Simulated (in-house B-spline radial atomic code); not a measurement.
Eu. Computed with a B-spline radial atomic code. Model: non-relativistic spherical atom: semilocal Troullier-Martins pseudo-atom, one channel per l, against all electrons, high spin, G0W0 and RPA with empty states to l = 8, local potential for every l without a channel, a model core (radius 0 = none) keeps its share of the functional.

Without relativity these are model numbers for so heavy an element.

What the tables leave out is listed at the end.

The pseudopotential gives back the lowest level of each angular momentum of its own functional in the configuration it was made in; a second state of the same l is only approximately right. Exact exchange, RPA and GW see the smooth pseudo-orbitals and miss the exchange with the core, for which the functional's share stands in. The column with an uncorrelated core keeps all orbitals and exact exchange, and so separates missing core correlation from pseudisation. Only the three outermost levels and the lowest empty one were computed. RPA here is direct RPA, with no exchange kernel, and its energies carry an (l + 1/2)⁻⁴ tail. A hybrid on a potential with a model core restores only its own semilocal share of the core's exchange.

Command:
```bash
python run_psgw.py task.json out
```
Settings (lengths in bohr, energies in hartree):
```
Z                      63
electrons              63
configuration          [Xe] 4f7 6s2
generated_in           [Xe] 4f7 6s2
functional             pbe,pbe
core_shells            9
radius_factor          1.3
core_correction        True
ion_configuration      [Xe] 4f7 6s1
```

Time taken, with all properties: 2.3 min on 1 thread of Arm Neoverse N1, on a shared host.

Given: made with PBE; model core radius 0.923 bohr; local radius 1.87 bohr; mean-field start PBE.

Valence shells of the generating configuration: 5s, 5p, 4f, 6s.

Channel: s 1.721, p 1.867, d 2.716, f 2.576 (radii in bohr).

Computed: largest level miss in the spin-unpolarised generating configuration 0.073 eV; valence RPA correlation energy all-electron orbitals -1.0089 hartree; valence RPA correlation energy pseudo -1.3366 hartree; all-electron RPA polarisability, core included 154.26 bohr³; ionisation by mean-field all-electron 5.3386 eV; ionisation by mean-field pseudo minus all 0.034 eV; ionisation by RPA all-electron 5.726 eV.

```
  level  occupied  mean-field all-electron (eV)  mean-field pseudo minus all (eV)  G0W0 all-electron (eV)  G0W0 uncorrelated core minus all (eV)  G0W0 pseudo minus all (eV)  exchange self-energy all-electron (eV)  exchange self-energy pseudo (eV)
6s down         1                       -3.2993                            -0.019                 -5.4388                                  0.019                      -0.078                                 -6.4512                           -6.0543
```

Q: What is the ionisation by RPA pseudo minus all?

A: 0.081 eV.

Q: What is the pseudo-atom RPA polarisability?

A: 149.47 bohr³.

Given: mean-field start PBE0.

Computed: valence RPA correlation energy all-electron orbitals -0.93189 hartree; valence RPA correlation energy pseudo -1.2688 hartree; all-electron RPA polarisability, core included 134.93 bohr³; pseudo-atom RPA polarisability 131.8 bohr³; ionisation by mean-field all-electron 5.2556 eV; ionisation by mean-field pseudo minus all 0.002 eV.

```csv
level,occupied,mean-field all-electron (eV),mean-field pseudo minus all (eV),G0W0 all-electron (eV),G0W0 uncorrelated core minus all (eV),G0W0 pseudo minus all (eV),exchange self-energy all-electron (eV),exchange self-energy pseudo (eV)
6s down,1,-3.7871,-0.002,-5.5206,0.021,-0.047,-6.3445,-5.9292
6s up,1,-3.9667,-0.141,-5.7113,0.019,-0.175,-6.7056,-6.5895
5d up (empty),0,-1.5001,-0.647,-0.16993,0.011,-0.587,-5.8333,-7.3635
```

Q: What is the ionisation by RPA all-electron?

A: 5.6115 eV.

Q: What is the ionisation by RPA pseudo minus all?

A: 0.055 eV.

Among the listed levels the largest G0W0 shift of the pseudo-atom is -0.59 eV, for 5d up (empty) on the PBE0 start, while leaving the core uncorrelated moves that level by +0.01 eV. So pseudisation and the lost core exchange, not the missing core correlation, make the error. Not in the tables (levels of low weight, unsolved or above zero; the highest and the empty levels are kept at any weight): on PBE the G0W0 levels 6s up (pseudo minus all -0.15 eV, weights 0.72 and 0.73), 4f up (pseudo minus all +3.53 eV, weights -0.00 and 0.00); on PBE0 the G0W0 levels 4f up (pseudo minus all +3.25 eV, weights 0.76 and 0.47); no Hartree-Fock pseudo-atom is run with a model core.
